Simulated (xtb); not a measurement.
xtb input:

```bash
xtb mol.xyz --gfn 2 --sp --chrg 0 --uhf 0
```
mol.xyz:
```
5

Si     0.00008830    -1.00702553     0.02776018
Br    -1.82833575     0.25490886     0.05090631
Br     1.82829130     0.25203762    -0.06488106
H      0.03890208    -1.78867663     1.27290334
H     -0.03858251    -1.85609273    -1.17242975
```

Question: Predict the final energy.

Answer: -11.00842 Eh (GFN2-xTB).
